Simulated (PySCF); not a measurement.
**Bond length, frequency and bond energy of PbN by level of theory**

State: ²Π (doublet), unpaired electrons π ↑. Set-up: Pb def2-SVP with ECP60, N def2-SVP; scalar-relativistic core potentials (PySCF 2.14). De refers to Pb + N in their high-spin ground configurations, without counterpoise correction. The functionals are run spin-unrestricted. A positive dipole means Pb(−)N(+). Levels whose curve was spin-contaminated or gave no clean fit are not listed.

```
       Level  Re (Å)  ωe (cm⁻¹)  De (eV)  μ (D)
        ROHF   2.005        744    -1.71  -4.48
    ROHF-MP2   2.106        545     1.43    n/a
ROHF-SCS-MP2   2.108        540     1.38    n/a
         LDA   2.061        631     3.23  -3.14
         PBE   2.091        593     2.66  -3.28
        PW91   2.089        594     2.68  -3.28
```

Q: What does the gradient correction do here, going from LDA to PBE?

A: PBE less LDA: +3.0 pm in Re, -6.0 % in ωe, -0.57 eV in De. The gradient correction favours the more uneven density of free atoms, so it tends to lengthen bonds and takes away much of the overbinding of LDA; so it does here.

Q: What does second-order correlation do here, going from ROHF to ROHF-MP2?

A: ROHF-MP2 less ROHF: +10.1 pm in Re, -26.7 % in ωe, +3.14 eV in De. Correlation nearly always deepens the well. The bond lengthens, as in strong covalent bonds, where excitations into antibonding orbitals dominate.

Correlated steps freeze 5 core orbitals. Correlated levels converge slowly with the basis: in double zeta they bind strong bonds too weakly, by up to about 1 eV, and carry superposition errors of some tenths. Spin–orbit coupling is left out, which matters for elements this heavy, above all for dissociation energies. UHF is strongly spin-contaminated for PbN, so the ROHF reference used there is far from stable. A negative De means that the minimum lies above the separated atoms at that level. The state was picked by a PBE0 search and need not be the measured ground state.

The whole job (state search and all levels along the bond) took about 1.5 min on 1 thread of Arm Neoverse V2 (shared host), peak memory 0.46 GiB.
